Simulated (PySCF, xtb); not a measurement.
C3H5FOSi, SMILES F[Si@H]1C=CCO1.

GFN2-xTB (xtb) at its own geometry gives an orbital gap of 4.66 eV and a dipole moment of 2.78 D.

The structure is a stationary point at B3LYP-D3(BJ)/def2-SVP. The structure was generated by enumeration; whether it is a known compound was not checked. Other conformers were not sampled.

Q: What does PBE/def2-TZVP (PySCF) give? (The exact figures need the calculation; the answer reports its results.)

A: gap 5.20 eV (levels -6.90 and -1.70 eV), dipole 2.67 D.
